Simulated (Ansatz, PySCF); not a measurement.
Reaction (SMILES): NB(F)F + 3 [H][H] (H2) -> B (BH3) + 2 F (HF) + N (NH3)
Structures are relaxed separately at B3LYP-D3(BJ)/def2-TZVP in Ansatz (a first-principles code), one conformer each, not searched for the lowest.

Property: energy of full hydrogenation (0 K, with B3LYP-D3(BJ) harmonic zero-point energies from PySCF), in kcal/mol. Valence correlation only, unless marked. Spin-orbit coupling is left out. No relativistic terms. Basis-set limits of correlation are two-point, X^-3; Hartree-Fock from the larger set. [CCSD(T)-MP2]/basis is that difference in the basis named.

Level to compare with: RI-MP2/CBS(aug-cc-pVTZ,aug-cc-pVQZ)+[CCSD(T)-MP2]/aug-cc-pVTZ (Ansatz), 93.7 kcal/mol. It is a level with limits of its own, and the differences hold the functionals' basis error too.

Question: Rank these functionals by how close they come to RI-MP2/CBS(aug-cc-pVTZ,aug-cc-pVQZ)+[CCSD(T)-MP2]/aug-cc-pVTZ, closest first: TPSSh/def2-TZVPD (PySCF); r2SCANh/def2-TZVPD (Ansatz); LC-wPBE/def2-TZVPD (Ansatz).

Answer: LC-wPBE/def2-TZVPD (range-separated hybrid, 93.5 kcal/mol, difference -0.2), TPSSh/def2-TZVPD (hybrid meta-GGA, 97.8 kcal/mol, difference 4.1), r2SCANh/def2-TZVPD (hybrid meta-GGA, 100.0 kcal/mol, difference 6.3)
